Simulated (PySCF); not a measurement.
C3H3I.
Bonds: C1–C2 (double), C2–C3 (double), C3–I4. Hydrogens: H5, H6 on C1; H7 on C3.

Method: PySCF 2.14.0, PBE0-D3(BJ)/def2-SVP geometry optimisation, gas phase, def2 core potentials past Kr.

(1) What internal coordinates does the optimisation give?

Results:

(1) 
```csv
bond,length (Å)
C1=C2,1.308
C2=C3,1.302
C3–I4,2.104
"C1–H5, C1–H6",1.095
C3–H7,1.093
```

Bonds in one row agree within 0.01 Å and their mean is given. A selection of angles:
```csv
angle,degrees
C2–C1–H5,121.2
H5–C1–H6,117.6
C1–C2–C3,179.6
C2–C3–I4,122.7
C2–C3–H7,123.7
I4–C3–H7,113.6
```

The 4 heavy atoms lie in one plane (0.002 Å rms).

Point group: Cs (tolerance 0.08 Å). PBE0-D3(BJ)/def2-SVP frequencies: not computed here.

---

Compound: C4H12Si.
Bonds: C1–Si2, Si2–C3, Si2–C4, Si2–C5. Hydrogens: H6, H7, H8 on C1; H9, H10, H11 on C3; H12, H13, H14 on C4; H15, H16, H17 on C5.

Level of theory: PySCF, PBE0-D3(BJ)/def2-SVP geometry optimisation, gas phase.

Problem. List the bond lengths and angles at this level.

Solution. 
```
                   bond  length (Å)
C1–Si2 and 3 like bonds       1.884
C1–H6 and 11 like bonds       1.102
```

Bonds in one row agree within 0.01 Å and their mean is given. A selection of angles:
```
    angle  degrees
Si2–C1–H6    111.4
 H6–C1–H7    107.9
C1–Si2–C3    109.4
```

All 4 C–Si bonds measure 1.884 to 1.885 Å. Si2 (four-coordinate silicon) is tetrahedral (angles from 109.4° to 109.6°).

Point group: Td (every atom within 0.08 Å of its image). No PBE0-D3(BJ)/def2-SVP frequencies stand behind this structure, so it isn't proved a minimum.
